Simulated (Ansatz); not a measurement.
```yaml
crystal:
  periodic: [false, false, false]
  atoms:
    - {symbol: Si, position_ang: [0.066827, 1.066904, -0.414146]}
    - {symbol: Si, position_ang: [0.463336, 2.636469, 1.219141]}
    - {symbol: Si, position_ang: [0.289131, -1.231805, -1.285018]}
    - {symbol: Si, position_ang: [-0.308309, -1.035060, 1.095125]}
    - {symbol: Si, position_ang: [-1.080276, 0.984369, 1.879975]}
    - {symbol: Si, position_ang: [0.476999, 0.622236, -2.627322]}
    - {symbol: Si, position_ang: [0.092302, -3.043103, 0.132234]}
basis:
  gaussian: {orbitals: def2-TZVPD, initial_orbitals: start.molden}
total_charge: -1
magnetization: {spin_polarized: true, initial_magnetization: 1}
hamiltonian: {xc: {name: wB97M-V}}
scf: {omitted_lower_state_checks: [starts]}
output: {orbitals: {seedname: orbitals}}
```

The file start.molden holds the orbitals of an earlier run on this structure, at another level or in another basis.

```sh
$ ansatz run in.yaml --threads 4 --pin off --events-out ev --progress --plain --max-ram 4787MiB
```

Task: Does this run fit into the memory that it is given?

Result: No. It has 301 basis functions, and Ansatz plans for 6 GiB where 5 GiB are given.
